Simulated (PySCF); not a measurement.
## Working out the ionisation energy of I²⁺

I²⁺ [Kr] 4d10 5s2 5p3 (4S) → I³⁺ [Kr] 4d10 5s2 5p2 (3P). Calculation: PySCF 2.14, in x2c-TZVPPall (8s6p4d2f, 60 functions); the spin-free X2C one-electron Hamiltonian (Gaussian nucleus). Frozen: [Ar] 3d10. Energies in hartree (1 hartree = 27.21139 eV):

```json
{"part": "UHF", "I²⁺ (lower)": "-7111.656521", "I³⁺ (upper)": "-7110.560372"}
{"part": "CCSD correlation", "I²⁺ (lower)": "-0.507127", "I³⁺ (upper)": "-0.488887"}
{"part": "(T)", "I²⁺ (lower)": "-0.007572", "I³⁺ (upper)": "-0.006729"}
```

Task: What does Hartree-Fock give?

Result: (-7110.560372) − (-7111.656521) = 1.096149 hartree = 29.828 eV.

Task: What do CCSD and CCSD(T) give?

Result: The CCSD correlation energies differ by 0.018240 hartree = 0.496 eV and the triples by 0.000843 hartree = 0.023 eV, so CCSD gives 30.324 eV and CCSD(T) 30.347 eV.

Reference: 29.57 ± 0.025 eV (measured; NIST Atomic Spectra Database, ionization energies), between the lowest levels; spin-orbit coupling is absent from the calculation.

What remains against the reference includes basis incompleteness, the frozen core and higher excitations.
